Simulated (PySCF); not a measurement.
Run record: excited-state job, `CC(=O)OC1=CC=CC=N1`.

Method: TDDFT CAM-B3LYP/def2-SVPD, vertical, gas phase, core orbitals frozen in the response (PySCF 2.14.0, density-fitted response routines). Geometry: PBE0-D3(BJ)/def2-SVP. A driver script takes a list of jobs; this job's settings line and coordinates (Å) are shown.

Input:
```
{"job": {"kind": "uv", "xc": "CAM-B3LYP", "basis": "def2-SVPD", "ip": true}, "charge": 0, "multiplicity": 1}
C      3.113079    -0.635261    -0.259772
C      1.785192    -0.178660     0.259988
O      1.603740     0.466357     1.252623
O      0.796466    -0.600336    -0.568996
C     -0.531052    -0.325571    -0.341049
C     -0.972601     0.914235     0.132505
C     -2.345150     1.088973     0.263498
C     -3.206896     0.047060    -0.076437
C     -2.642223    -1.138098    -0.539554
N     -1.330558    -1.319192    -0.668420
H      3.890003    -0.419173     0.481553
H      3.082322    -1.708329    -0.493014
H      3.337173    -0.104277    -1.197438
H     -0.267101     1.697478     0.401869
H     -2.737906     2.040050     0.630947
H     -4.289662     0.149403     0.015108
H     -3.277995    -1.985393    -0.819934
```

Output:
```
coarse grid: 15176 points
cycle   1  E = -475.3357590118  dE =  2.115e+00  |g| = 9.581e-01  |ddm| = 9.719e+00
cycle   2  E = -475.1559686548  dE =  1.798e-01  |g| = 1.426e+00  |ddm| = 4.271e+00
cycle   3  E = -475.5186551126  dE = -3.627e-01  |g| = 1.892e-01  |ddm| = 2.379e+00
cycle   4  E = -475.5243920216  dE = -5.737e-03  |g| = 7.826e-02  |ddm| = 4.257e-01
cycle   5  E = -475.5254621051  dE = -1.070e-03  |g| = 1.677e-02  |ddm| = 1.234e-01
cycle   6  E = -475.5255222021  dE = -6.010e-05  |g| = 5.947e-03  |ddm| = 5.389e-02
cycle   7  E = -475.5255312220  dE = -9.020e-06  |g| = 1.698e-03  |ddm| = 1.791e-02
final grid: 149472 points
cycle   8  E = -475.6240137018  dE = -3.949e-05  |g| = 3.915e-03  |ddm| = 1.540e-01
cycle   9  E = -475.6240126140  dE =  1.088e-06  |g| = 4.664e-03  |ddm| = 1.747e-02
cycle  10  E = -475.6240173503  dE = -4.736e-06  |g| = 4.839e-04  |ddm| = 9.637e-03
cycle  11  E = -475.6240173975  dE = -4.718e-08  |g| = 1.834e-04  |ddm| = 1.523e-03
cycle  12  E = -475.6240174054  dE = -7.929e-09  |g| = 6.559e-05  |ddm| = 9.414e-04
cycle  13  E = -475.6240174063  dE = -9.287e-10  |g| = 1.392e-05  |ddm| = 2.737e-04
converged SCF energy = -475.6240174063

Static polarisability (au): isotropic 93.705, principal 61.020 93.981 126.115

Singlet excitations
state   eV       nm        f      main configurations
  1   5.4302    228.3   0.00602   H-1->L 0.88
  2   5.4532    227.4   0.07287   H->L 0.75, H-2->L+1 0.14
  3   5.7337    216.2   0.00408   H-1->L+1 0.52, H-2->L+3 0.11, H-3->L+3 0.10
  4   5.8009    213.7   0.00299   H-1->L+1 0.34, H-2->L+1 0.13, H-3->L+1 0.12
  5   6.0955    203.4   0.11358   H->L+1 0.82, H-2->L 0.10
  6   7.0647    175.5   0.29724   H-2->L 0.33, H->L+3 0.18, H-2->L+1 0.13
  7   7.2703    170.5   0.08290   H->L+2 0.44, H->L+4 0.18, H-2->L 0.09
  8   7.3322    169.1   0.31822   H-2->L+1 0.36, H->L+2 0.13, H-3->L 0.12
  9   7.4248    167.0   0.05927   H-2->L 0.31, H-3->L 0.24, H->L+3 0.23
 10   7.6148    162.8   0.20338   H->L+3 0.38, H-3->L 0.33, H-3->L+1 0.08

Triplet excitations (Tamm-Dancoff, eV): 4.1782 4.4700 4.7503 5.0238
Vertical ionisation energy (delta-SCF) = 9.4029 eV
```

The SCF starts on a coarse grid where the log names one; the energy can jump when the final grid takes over, and dE then counts from the start density on the new grid. H and L stand for HOMO and LUMO; the number after each pair is its weight.

**Question.** Give S1 in cm⁻¹ and kJ/mol.

**Answer.** 5.4302 eV × 8065.54 = 43798 cm⁻¹; × 96.485 = 523.9 kJ/mol.

**Question.** How does the lowest singlet excitation compare with the HOMO–LUMO gap?

**Answer.** HOMO -8.71 eV and LUMO 0.10 eV give a gap of 8.81 eV; S1 at 5.43 eV lies 3.38 eV below it.

Main results: HOMO -8.71 eV, LUMO 0.10 eV; lowest singlet 5.43 eV; lowest triplet 4.18 eV (Tamm–Dancoff); mean polarisability 93.7 au.

The run took 6.3 min on one thread, x86-64 server, no GPU, on a shared host.

One conformer stands for the species.
Labels such as C1 count atoms from 1, the log's own numbers from 0.
